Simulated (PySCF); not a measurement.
## Peak assignment

Bonds (- single, = double, # triple, : aromatic): C1-C2, C2#C3, C3-Si4, Si4-O5, O5-C6, C6-C7, C7#N8, C6=C9, C9-C10. C1 carries H11, H12, H13; Si4 carries H14, H15; C9 carries H16; C10 carries H17, H18, H19. Stereochemistry as in CC#C[SiH2]O/C(C#N)=C/C.

PySCF 2.14 calculation with GFN2-xTB geometry and shielding tensors at PBE0/pcSseg-1 (GIAO); gas phase, non-relativistic, one averaged value for each set of equivalent atoms, a single conformation.

δ = σ(ref) − σ, references computed at the same level: TMS for ¹³C, ¹H.

**Question.** Assign these signals to the numbered atoms. ¹³C{¹H} NMR (computed): δ 135.3, 131.9, 118.3, 116.1, 83.1, 17.4, 6.0.

**Answer.** 
| δ (ppm) | atoms | environment | reason |
| --- | --- | --- | --- |
| 135.3 | C9 | β carbon of an enol-ether or enamine type C=C | – |
| 131.9 | C6 | alkene carbon bearing oxygen | the olefinic region |
| 118.3 | C7 | nitrile carbon | this is the usual window of a C≡N carbon, which has no attached hydrogen |
| 116.1 | C2 | alkyne carbon | – |
| 83.1 | C3 | alkyne carbon | sp carbons lie upfield of alkene carbons because the cylindrical π system leaves one tensor component strongly shielded |
| 17.4 | C10 | allylic methyl carbon | a saturated carbon with 1 carbon neighbour and no heteroatom attached |
| 6.0 | C1 | propargylic methyl carbon | a saturated carbon with 1 carbon neighbour and no heteroatom attached |

**Question.** Assign these signals to the numbered atoms. ¹H NMR (400 MHz, computed): δ 6.26 (q, 1H), 5.07 (s, 2H), 2.14 (d, 3H), 2.13 (s, 3H).

**Answer.** 
| δ (ppm) | atoms | environment | reason |
| --- | --- | --- | --- |
| 6.26 | H16 | hydrogen on a β carbon of an enol-ether or enamine type C=C | attached to an sp2 carbon and in the plane of the double bond |
| 5.07 | H14/H15 | hydrogen on a silicon bonded to C, O | – |
| 2.14 | H17/H18/H19 | hydrogen on an allylic methyl carbon | allylic position |
| 2.13 | H11/H12/H13 | hydrogen on a propargylic methyl carbon | – |

H17/H18/H19 and H11/H12/H13 lie closer than the usual error of such a calculation, so a measured spectrum could show them in the other order.

Shifts are as computed. Against solution values, carbons near 30 ppm lie about +3 ppm off and those near 130 ppm about +5 ppm. Of 1309 compounds with measured shifts, 239 miss one by over three times the rms of a fit or turn the order of signals round; such compounds aren't used in these exercises. Multiplicities follow the n + 1 count of equivalent neighbours, as no J values were calculated; m marks all less simple cases, F and P coupling included.
